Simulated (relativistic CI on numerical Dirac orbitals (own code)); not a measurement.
## L2,3 absorption of manganese in several valence states

Computed multiplet spectra 2p⁶3dⁿ → 2p⁵3dⁿ⁺¹ (Dirac-Coulomb-Breit ions, Slater integrals scaled by 0.8, an assumed crystal field that grows with the charge, no charge transfer; 300 K; Lorentzian 0.4 eV and Gaussian 0.3 eV FWHM at both edges, so that L2 comes out sharper than in experiment). Peaks over 5 % are given in eV from the highest peak in the L3 region of each spectrum (height, largest 100). S of the lowest state is read from ⟨S²⟩, and the branching ratio is the share of L3, cut at the minimum between the edges.

Field parameters in Wybourne normalisation: Td as Oh with Dq negative (B⁴₀ = 21Dq, B⁴₄ = √(5/14) B⁴₀). The field is a parameter set, without covalency.

- Mn3+ (d4, Td, 10Dq = -5650 cm⁻¹): S = 2.00, high spin, branching ratio 0.77; peaks -4.3 (6), -3.3 (9), -2.7 (10), 0.0 (100), 0.7 (85), 2.9 (50), 5.0 (8), 6.5 (29), 7.7 (23), 9.4 (19), 11.1 (36), 11.7 (34), 13.9 (12)
- Mn4+ (d3, Td, 10Dq = -6900 cm⁻¹): S = 1.50, branching ratio 0.62; peaks -2.5 (17), 0.0 (100), 1.7 (64), 3.3 (30), 7.0 (34), 7.7 (28), 8.9 (31), 10.4 (42), 11.8 (44), 13.8 (7)
- Mn5+ (d2, Td, 10Dq = -8200 cm⁻¹): S = 1.00, branching ratio 0.52; peaks -3.6 (5), -2.2 (10), 0.0 (100), 2.1 (21), 2.9 (30), 7.4 (32), 8.7 (49), 11.1 (71)

Task: What spin state follows for Mn2+ in Td, 10Dq = -4350 cm⁻¹, and does its branching ratio lie nearer 2/3 or nearer 0.8?

Result: Mn2+ (d5, Td, 10Dq = -4350 cm⁻¹): S = 2.50, high spin, branching ratio 0.76; peaks 0.0 (100), 1.2 (39), 3.7 (12), 10.5 (17), 12.1 (25). High-spin states, above all those with an unquenched orbital moment, raise the ratio above the statistical 2/3; low spin and nearly empty shells keep it near or below 2/3.

The centroid of the whole edge, which also moves with the branching ratio, lies at 645.3 (Mn2+), 648.3 (Mn3+), 652.3 (Mn4+), 657.8 (Mn5+) eV in this ionic model, in steps of 3.0 to 5.5 eV. Compounds show about 1 to 2 eV a unit and lower energies for the high valences, since ligands screen the charge. The multiplet shape follows the d count and the spin state, and so serves as a fingerprint of valence.
